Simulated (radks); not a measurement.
All-electron atom: the tin ion Sn37+ in [Ne] 3s2 3p1. All-electron calculation, Dirac Kohn-Sham, PBE, spin-unpolarised, spherical densities, point nucleus; open shells are shared between the two j in proportion to 2j + 1. Program: a radial shooting solver on a logarithmic mesh with Libxc functionals.

Normalised radial functions P(r) = r R(r) (large component), r in bohr:

```
   r/bohr * 2s1/2 (the largest magnitude, 2.99, reaches the edge; | marks zero)
 0.001395                             |  *
 0.001731                             |   *
 0.002148                             |    *
 0.002688                             |     *
 0.003336                             |      *
  0.00414                             |       *
 0.005138                             |        *
 0.006428                             |          *
 0.007978                             |           *
 0.009901                             |            *
  0.01229                             |             *
  0.01525                             |             *
  0.01908                             |            *
  0.02368                             |          *
  0.02939                             |      *
  0.03648                             |*
  0.04563                       *     |
  0.05664                *            |
  0.07029        *                    |
  0.08724   *                         |
   0.1091  *                          |
   0.1355     *                       |
   0.1681          *                  |
   0.2086                 *           |
    0.261                       *     |
    0.324                           * |
   0.4021                            *|
    0.499                             *
   0.6243                             *
   0.7748                             *
   0.9616                             *
```

2s1/2: eigenvalue -6498.0 eV, 1 radial node at r = 0.0382 bohr, <r> = 0.123 bohr, 90 % of the charge inside 0.190 bohr.
